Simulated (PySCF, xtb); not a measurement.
Parents of the type HO-SiH2-X, proton removed and the species left after one step. Gas-phase values, no solvent. One relaxed conformer stands for each flexible species; it need not be the lowest. The site is fixed along the series; a substituent can offer a better one. Strings in code marks are SMILES. In the def2 sets, heavy atoms carry core potentials. Quantity: gas-phase deprotonation enthalpy at 298 K. Enthalpy corrections at 298 K come from GFN2-xTB frequencies (xtb). Level 1: PBE-D3(BJ)/def2-TZVPD // CAM-B3LYP-D3(BJ)/def2-TZVPD (PySCF). Level 2: CAM-B3LYP-D3(BJ)/def2-TZVPD (PySCF).

```json
[
 {"case": "X = bromo, proton removed: `[O-][SiH2]Br`", "level 1 (kcal/mol)": "338.8", "level 2 (kcal/mol)": "341.4"},
 {"case": "X = cyanomethyl, proton removed: `N#CC[SiH2][O-]` (C–C–Si–O torsion 180°)", "level 1 (kcal/mol)": "339.7", "level 2 (kcal/mol)": "withheld"},
 {"case": "X = carbamoyl, proton removed: `NC(=O)[SiH2][O-]` (H–N–C–Si torsion 180°, O–C–Si–O torsion 180°)", "level 1 (kcal/mol)": "341.8", "level 2 (kcal/mol)": "343.7"},
 {"case": "X = silyl, proton removed: `[O-][SiH2][SiH3]`", "level 1 (kcal/mol)": "344.9", "level 2 (kcal/mol)": "348.7"},
 {"case": "X = vinyl, proton removed: `C=C[SiH2][O-]` (C–C–Si–O torsion 0°)", "level 1 (kcal/mol)": "351.4", "level 2 (kcal/mol)": "354.4"},
 {"case": "X = propynyl, proton removed: `CC#C[SiH2][O-]`", "level 1 (kcal/mol)": "351.7", "level 2 (kcal/mol)": "354.5"}
]
```

Task: Fit level 2 = a + b·x to the 5 complete rows by least squares, with x = level 1 in kcal/mol. Give a, b and the rms residual, and predict the withheld value.

Result: Means of the 5 rows: x̄ = 345.72, ȳ = 348.54 kcal/mol. Σ(x − x̄)² = 131.95 and Σ(x − x̄)(y − ȳ) = 137.18, so b = 1.040 and a = ȳ − b·x̄ = -11.01 kcal/mol. The rms residual is 0.58 kcal/mol. At x = 339.7 the line gives 342.3 kcal/mol. The run for X = cyanomethyl, proton removed: `N#CC[SiH2][O-]` (C–C–Si–O torsion 180°) gave 342.7 kcal/mol, so the line is off by 0.4 kcal/mol, within twice the rms residual.

Codes: PySCF, xtb.
